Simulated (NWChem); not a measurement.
**Atomisation of CSi**

```
Si
C 1 1.7231
```
Charge 0, spin multiplicity 3.

All runs are NWChem calculations. All single points use one geometry, from UB3LYP/def2-SVP, a minimum by its harmonic frequencies.

Basis set: def2-TZVP. The atomisation energy is electronic alone: no zero-point, thermal, spin-orbit or counterpoise terms. No value is extrapolated to the basis-set limit. Free atoms are single determinants with multiplicities Si 3, C 3.

B3LYP has NWChem's definition, with VWN1-RPA local correlation. This spin state was chosen for the runs; another may lie lower. The structure started from a generated list of species. The unpaired electrons of the parent sit in orbitals of symmetry a1 and b1 (C2v labels of the run); other states weren't searched. The stability of the SCF solutions was not checked.

Task: Order these methods by the atomisation energy they give, lowest first: B3LYP, PBE0, BHandHLYP, BLYP, PBE, M06-2X.

Result: BHandHLYP (89.5 kcal/mol), B3LYP (100.1 kcal/mol), PBE0 (101.9 kcal/mol), M06-2X (103.1 kcal/mol), BLYP (105.4 kcal/mol), PBE (111.0 kcal/mol)
